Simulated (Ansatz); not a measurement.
Born–Oppenheimer molecular dynamics of H7N3Si (11 atoms, charge 0, multiplicity 1). It starts from a relaxed structure.

These are results of RKS PBE-D4/6-31G* (Ansatz), not measurements.

```
ensemble             : NVT, Nosé–Hoover chain
time step            : 0.5 fs
steps asked          : 100
set temperature      : 300 K
thermostat           : time constant 50 fs, chain length 1
temperature schedule : 25 steps to 300 K, then 75 steps to 600 K
seed                 : 208809
```

First frame:

```xyz
11
Properties=species:S:1:pos:R:3
Si -0.013 -0.016 -0.063
H 0.030 -0.248 1.426
N 1.673 0.180 -0.473
H 2.354 -0.397 0.021
H 1.935 0.283 -1.455
N -0.750 1.393 -0.762
H -1.764 1.478 -0.706
H -0.294 2.292 -0.614
N -1.036 -1.313 -0.628
H -0.954 -2.220 -0.168
H -1.176 -1.431 -1.633
```

Problem. How far do the bonds stretch over the last three quarters of this one trajectory? (Pairs bonded in most of those frames.)

Solution. 
| bond | mean (Å) | spread (Å) | shortest | longest |
| --- | --- | --- | --- | --- |
| Si1–H2 | 1.512 | 0.022 | 1.48 | 1.55 |
| Si1–N3 | 1.746 | 0.018 | 1.72 | 1.78 |
| Si1–N6 | 1.745 | 0.040 | 1.68 | 1.80 |
| Si1–N9 | 1.741 | 0.013 | 1.72 | 1.76 |
| N3–H4 | 1.022 | 0.004 | 1.01 | 1.03 |
| N3–H5 | 1.024 | 0.023 | 0.99 | 1.06 |
| N6–H7 | 1.021 | 0.005 | 1.01 | 1.03 |
| N6–H8 | 1.020 | 0.005 | 1.01 | 1.03 |
| N9–H10 | 1.023 | 0.031 | 0.98 | 1.07 |
| N9–H11 | 1.020 | 0.011 | 1.00 | 1.04 |

Mean temperature of the second half: 176 K. The conserved energy stayed within 0.23 meV per atom of its start (net change 0.21 meV per atom), so the integration is sound. The schedule's set-point averaged 500 K over the second half and the system 176 K, so it lags behind the ramp. A run of 0.05 ps of so small a system gives no equilibrium averages.

Time of the run: 4.7 min on 1 thread of Arm Neoverse V1, with other jobs on the host, peak memory 0.11 GiB.
